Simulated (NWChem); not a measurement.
System meant: CH2BFO2; SMILES O=CB(O)F

Input file for NWChem:

```
start job
memory heap 200 mb stack 900 mb global 1100 mb
geometry units angstroms noautoz
  O     -0.616316    -1.916792     0.094104
  C      0.198116    -1.065681     0.412614
  B     -0.036765     0.511248     0.164432
  O     -1.171834     0.947938    -0.418702
  F      0.923070     1.371400     0.552199
  H      1.178136    -1.366423     0.909592
  H     -1.194233     1.919825    -0.512834
end
basis spherical
  O library def2-svp
  C library def2-svp
  B library def2-svp
  F library def2-svp
  H library def2-svp
end
dft
  odft
  mult 2
  xc xpbe96 cpbe96
  iterations 150
  mulliken
end
task dft energy
```

End of the output:

```
 Summary of "ao basis" -> "" (spherical)
 ------------------------------------------------------------------------------
       Tag                 Description            Shells   Functions and Types
 ---------------- ------------------------------  ------  ---------------------
 O                          def2-svp                 6       14   3s2p1d
 C                          def2-svp                 6       14   3s2p1d
 B                          def2-svp                 6       14   3s2p1d
 F                          def2-svp                 6       14   3s2p1d
 H                          def2-svp                 3        5   2s1p

  pbe96 is a nonlocal functional; adding pw91lda local functional.

                                 NWChem DFT Module
                                 -----------------

 Summary of "ao basis" -> "ao basis" (spherical)
 ------------------------------------------------------------------------------
       Tag                 Description            Shells   Functions and Types
 ---------------- ------------------------------  ------  ---------------------
 O                          def2-svp                 6       14   3s2p1d
 C                          def2-svp                 6       14   3s2p1d
 B                          def2-svp                 6       14   3s2p1d
 F                          def2-svp                 6       14   3s2p1d
 H                          def2-svp                 3        5   2s1p

      Symmetry analysis of basis
      --------------------------

        a'         58
        a"         22

  number of electrons :                   38
  multiplicity        :                    2
 ------------------------------------------------------------------------
  no. of electrons and multiplicity not compatible                  38
 ------------------------------------------------------------------------
 ------------------------------------------------------------------------
  current input line :
    26: task dft energy
 ------------------------------------------------------------------------
 ------------------------------------------------------------------------
 There is an error in the input file
 ------------------------------------------------------------------------
 For more information see the NWChem manual at https://nwchemgit.github.io

0: no. of electrons and multiplicity not compatible:Received an Error in Communication
```

**Question.** Can this run be used? If not, why, and what is the fix?

**Answer.** The program refused the input. Cause: the multiplicity doesn't fit the number of electrons (an even count wants an odd multiplicity, and the reverse). This input runs:
```
start job
memory heap 200 mb stack 900 mb global 1100 mb
geometry units angstroms noautoz
  O     -0.616316    -1.916792     0.094104
  C      0.198116    -1.065681     0.412614
  B     -0.036765     0.511248     0.164432
  O     -1.171834     0.947938    -0.418702
  F      0.923070     1.371400     0.552199
  H      1.178136    -1.366423     0.909592
  H     -1.194233     1.919825    -0.512834
end
basis spherical
  * library def2-svp
end
dft
  xc xpbe96 cpbe96
  iterations 150
  mulliken
end
task dft energy
```
It converges to -313.96562 Ha (PBE/def2-SVP).
